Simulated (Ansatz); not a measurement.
Basis-set series for CH4BGeI, SMILES `[I][GeH]1[BH][CH2]1`. Total charge 0; spin multiplicity 1. I takes the def2 core potential. The geometry is a stationary point of PBE0-D4/def2-TZVP.

```xyz
8

I    -0.860    1.458   -2.785
Ge   -0.493   -0.306   -1.038
B     1.116   -0.340    0.095
C     0.207   -0.074    1.199
H    -1.901   -0.795   -0.653
H     2.223   -0.025   -0.190
H    -0.756   -0.550    1.382
H     0.465    0.632    1.990
```

| functional | basis | functions | energy (Eh) | HOMO (eV) | LUMO (eV) |
| --- | --- | --- | --- | --- | --- |
| PBE0-D4 | def2-SVP | 106 | -2439.40775 | -6.99 | -1.87 |
| PBE0-D4 | def2-TZVPP | 216 | -2439.75080 | -7.01 | -1.91 |
| ωB97M-V | def2-SVP | 106 | -2439.55662 | -8.95 | -0.01 |
| ωB97M-V | def2-TZVPP | 216 | -2439.90431 | -9.00 | -0.09 |

**Question.** Give the rows for def2-QZVPP. (Estimate.)

**Answer.** The calculation gave: 
| functional | basis | functions | energy (Eh) | HOMO (eV) | LUMO (eV) |
| --- | --- | --- | --- | --- | --- |
| PBE0-D4 | def2-QZVPP | 405 | -2439.80054 | -7.02 | -1.94 |
| ωB97M-V | def2-QZVPP | 405 | -2439.95255 | -9.01 | -0.17 |

Scalar relativity is left out up to krypton.

Results of the Gaussian-basis code of Ansatz.
